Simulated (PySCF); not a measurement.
Dissociation curve of SiCl, doublet. Each curve is given relative to its own lowest point near equilibrium.

| R / Å | A | B | C | D |
|---|---|---|---|---|
| 1.64 | 120.8 | 124.1 | 125.8 | 114.0 |
| 1.76 | 63.4 | 65.2 | 66.6 | 57.7 |
| 1.86 | 34.2 | 35.3 | 36.4 | 29.6 |
| 1.93 | 20.8 | 21.4 | 22.4 | 17.0 |
| 1.99 | 12.6 | 13.0 | 13.8 | 9.6 |
| 2.07 | 5.5 | 5.7 | 6.2 | 3.5 |
| 2.11 | 3.2 | 3.3 | 3.8 | 1.7 |
| 2.21 | 0.3 | 0.3 | 0.5 | 0.0 |
| 2.27 | 0.0 | 0.0 | 0.0 | 0.5 |
| 2.39 | 1.8 | 1.8 | 1.5 | 3.7 |
| 2.59 | 8.7 | 9.2 | 8.2 | 13.0 |
| 2.76 | 16.4 | 17.5 | 15.9 | 22.5 |

Energies in kcal/mol.

Which curve belongs to which method? The methods are CCSD(T) on UHF/6-31G, 10 core orbitals frozen in PySCF 2.14.0; PySCF 2.14.0 with unrestricted BLYP/6-31G; unrestricted wB97X-V/6-31G (PySCF); MP2 on UHF/6-31G, 10 core orbitals frozen (PySCF).

A is UKS-BLYP; B is UMP2; C is UCCSD(T); D is UKS-wB97X-V.

The scan ran from 1.64 to 8.26 Å; beyond the distances shown one of the unrestricted levels run for this scan, shown here or not, changes its spin distribution in one step.
